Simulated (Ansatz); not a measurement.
Calculated with Ansatz (gas phase, PBE0-D4/def2-TZVP geometries, no zero-point term in ΔE). CCSD(T)/CBS adds triple-zeta CCSD(T) − MP2 to the extrapolated MP2 energy (def2 sets, frozen cores). DFT in def2-TZVPP. Elements past krypton have def2 core potentials. For Br, Ga, Nb outer-core shells are correlated without core-valence functions, which leaves a few kJ/mol of doubt a bond. Scalar relativity is left out up to krypton.

`[Cl][Ga]([Cl])[Br]` + `[F][Nb]([F])([F])([F])[Cl]` → `[F][Ga]([Cl])[Br]` + `[F][Nb]([F])([F])([Cl])[Cl]`  (redistribution)

| level | ΔE (kJ/mol) |
| --- | --- |
| r2SCAN | 63.2 |
| CCSD(T)/def2-SVP | 65.8 |

Problem. What does CCSD(T)/CBS give? (An estimate is asked.)

Solution. Ansatz gave: +61.6 kJ/mol. The listed levels differ from it by 1.6, 4.2 kJ/mol.

Largest T1 diagnostic among the species: 0.021, so the coupled-cluster value is less sure than usual.

Leaving LDA and LC-ωPBE aside and taking each functional with its dispersion term where it has one, the values, not all of them listed here, spread over 8.8 kJ/mol, from B2PLYP to ωB97X-V. From PBE to PBE0 (25 % exact exchange), in def2-TZVPP and without D4, ΔE moves by +3.2 kJ/mol.
